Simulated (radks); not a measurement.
These are the eigenvalues of the occupied orbitals of an atom or ion with whole-number occupations (eV). Calculated with a radial shooting solver on a logarithmic mesh with Libxc functionals: scalar-relativistic Kohn-Sham, r2SCAN, spin-polarised, spherical densities, finite nucleus; meta-GGA in the generalised Kohn-Sham scheme; Fermi nuclear charge, rms radius of each element as measured or else 0.836 A^(1/3) + 0.57 fm.

| orbital | eigenvalue |
|---|---|
| 1s up | -48449.13 |
| 1s down | -48449.13 |
| 2s down | -7987.111 |
| 2s up | -7987.088 |
| 2p down | -7114.278 |
| 2p up | -7114.272 |
| 3s up | -1775.934 |
| 3s down | -1773.018 |
| 3p up | -1502.843 |
| 3p down | -1499.923 |
| 3d up | -1137.471 |
| 3d down | -1135.198 |
| 4s up | -369.1187 |
| 4s down | -361.8329 |
| 4p up | -278.9097 |
| 4p down | -271.5528 |
| 4d up | -152.7558 |
| 4d down | -145.2945 |
| 5s up | -60.7200 |
| 5s down | -56.8980 |
| 5p up | -38.8790 |
| 5p down | -36.1587 |
| 4f up | -17.7362 |

Which element is it, and in what charge state? The configuration may be excited. Open shells, if any, are filled with parallel spins first.

Answer. Z = 63, europium, charge +2: Eu2+ in [Xe] 4f7. The list shows which subshells hold electrons but not how many an open one holds; the 1s level, -1780.5 hartree, gives Z - s = 59.7 by -(Z - s)^2/2, which with screening and relativity narrows Z to a few neighbours, and the depths of the outer levels then fix element, charge and occupations together.
